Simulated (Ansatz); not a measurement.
A nudged elastic band was laid between two geometries of a periodic cell of 20 atoms, HC$_{18}$F (surface graphene monolayer, adsorbate HF).

Method: DFT PBE-D3(BJ), scalar-relativistic, plane waves, PAW in Ansatz. Settings: cutoff 420 eV, k mesh 2x2x1, gaussian smearing 0.02 eV, no spin polarisation.

```
movable images  : 5
climbing image  : yes
spring          : 5.0 eV/Å²
optimiser       : lbfgs
start path      : straight line
force threshold : 0.05 eV/Å
iteration limit : 50
end points      : relaxed
```

First end point:

```xyz
20
Lattice="7.3980 0.0000 0.0000 -3.6990 6.4069 0.0000 0.0000 0.0000 11.0000" Properties=species:S:1:pos:R:3
C 0.122 -0.041 0.941
C 1.340 0.664 0.942
C -1.121 2.084 0.943
C 0.123 2.802 0.942
C -2.360 4.233 0.942
C -1.121 4.947 0.946
C 2.578 -0.049 0.944
C 3.823 0.668 0.942
C 1.341 2.099 0.942
C 2.578 2.813 0.943
C 0.125 4.229 0.942
C 1.342 4.934 0.941
C 5.040 -0.037 0.941
C 6.277 0.677 0.942
C 3.821 2.095 0.943
C 5.040 2.798 0.943
C 2.578 4.220 0.942
C 3.821 4.938 0.941
F -1.149 5.407 4.068
H -1.153 5.401 3.128
```

Last end point:

Only the atoms that move by more than 0.05 Å are listed.
```
F19 1.317 5.407 4.068
H20 1.313 5.401 3.128
```

What changes between the two ends?

The atom that moves furthest is F19, by 2.47 Å.

What energy profile does the band end with?

The forces met the threshold. The highest image is number 5 of 0 to 6, 0.001 eV above the ends, which have the same energy within 2 meV. The top lies less than 8 meV above the higher end, about what the thresholds resolve: that end is a shoulder or a very shallow well. By the program's own check the climbing image is of a kind that is not told: the force calls were inconclusive, a negative curvature could not be distinguished from the path's own, the only one lies far off the path, or fixed occupations may fill a level only in part (lowest curvatures found: -1.07 and 0.00 eV/Å²). Limits of this set-up: slab without dipole correction.

```tsv
image	path coordinate (Å)	energy (eV)
0	0.00	0.000
1	0.67	0.001
2	1.36	0.000
3	2.05	0.001
4	2.73	0.000
5	3.42	0.001
6	4.11	0.000
```

What is the geometry of the highest image?


```xyz
20
Lattice="7.3980 0.0000 0.0000 -3.6990 6.4069 0.0000 0.0000 0.0000 11.0000" Properties=species:S:1:pos:R:3:forces:R:3
C 0.112 -0.001 0.943 0.01 -0.02 0.00
C 1.336 0.706 0.942 0.01 -0.01 0.00
C -1.115 2.121 0.943 -0.02 0.00 0.00
C 0.112 2.828 0.943 0.00 0.02 0.00
C -2.363 4.257 0.941 0.01 0.01 0.00
C -1.116 4.978 0.940 -0.01 0.00 0.00
C 2.584 -0.014 0.940 -0.01 0.00 0.00
C 3.811 0.694 0.940 0.00 0.01 0.00
C 1.336 2.121 0.943 0.01 0.01 0.00
C 2.585 2.842 0.943 -0.02 0.00 0.00
C 0.110 4.269 0.943 0.01 -0.01 0.01
C 1.337 4.977 0.949 0.01 -0.01 -0.01
C 5.036 -0.011 0.943 0.01 0.01 0.01
C 6.285 0.707 0.943 -0.02 0.00 0.00
C 3.811 2.135 0.942 0.00 -0.02 0.00
C 5.035 2.842 0.942 0.02 -0.01 0.00
C 2.587 4.256 0.944 -0.02 0.00 0.00
C 3.812 4.965 0.943 0.01 0.02 0.00
F 0.880 5.133 4.064 0.00 0.00 -0.01
H 0.978 5.075 3.131 0.00 0.00 0.01
```

Run time: 10 min on 1 thread of Arm Neoverse V2 (shared host), peak memory 0.93 GiB.
